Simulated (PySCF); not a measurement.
Cu(H) cation (CuH), SMILES [CuH] (connectivity only; charge and spin as stated), charge +1, multiplicity 2.

Geometry optimised at PBE0-D3(BJ)/def2-TZVPD. The spin state was assumed, not searched.

Two levels are set side by side: PBE/def2-TZVPD (PySCF) and PBE0/def2-TZVPD (PySCF). Same geometry, gas phase. Differences are taken from unrounded values.

| quantity | PBE |
|---|---|
| α-spin orbital gap (eV) | 4.61 |
| β-spin orbital gap (eV) | 1.49 |
| mean polarisability (bohr³) | 14.3 |

Task: These are the PBE values. What does PBE0 give? (An estimate is asked for; the answer gives what the named calculation found.)

Result: 
| quantity | PBE0 | PBE minus PBE0 |
|---|---|---|
| α-spin orbital gap (eV) | 7.20 | -2.58 |
| β-spin orbital gap (eV) | 5.46 | -3.97 |
| mean polarisability (bohr³) | 13.9 | 0.3 |

Rough cost on one machine, each run with all the roots and properties that it gave: PBE0 against PBE within a factor of 2.
